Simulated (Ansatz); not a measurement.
Reaction (ligand exchange at the Si–O bond): `[SiH3][O][Mg][O][SiH3]` + `ClB[SeH]` → `[SiH3][Se]BCl` + `[OH][Mg][O][SiH3]`

Calculated with Ansatz (gas phase, PBE0-D4/def2-TZVP geometries, no zero-point term in ΔE). CCSD(T)/CBS adds triple-zeta CCSD(T) − MP2 to the extrapolated MP2 energy (def2 sets, frozen cores). Functionals use def2-TZVPP. For Mg, Se outer-core shells are correlated without core-valence functions, which leaves a few kJ/mol of doubt a bond. Scalar relativity is left out up to krypton. Each species was taken in one conformer, which may not be the lowest.

```json
{"level": "PBE-D4", "ΔE (eV)": "0.51"}
{"level": "r2SCAN", "ΔE (eV)": "0.65"}
{"level": "MP2/def2-TZVPP", "ΔE (eV)": "0.65"}
{"level": "HF/CBS(def2)", "ΔE (eV)": "0.91"}
```

What does CCSD(T)/CBS give? (Best estimate.)

Ansatz gave: +0.68 eV. The listed levels differ from it by -0.17, -0.03, -0.03, 0.23 eV.

Largest T1 diagnostic among the species: 0.012.

The D4 term adds −0.05 eV with B3LYP and −0.03 eV with PBE0; it sums over pairs of atoms, weighted by their polarisabilities, and B3LYP, whose exchange is more repulsive, gets the larger term. In def2-TZVPP, CCSD(T) changes the Hartree–Fock value by −0.17 eV (the triples alone add −0.03 eV) and MP2 by −0.23 eV.

B3LYP here is the variant with VWN-RPA as its local correlation; programs differ in this.
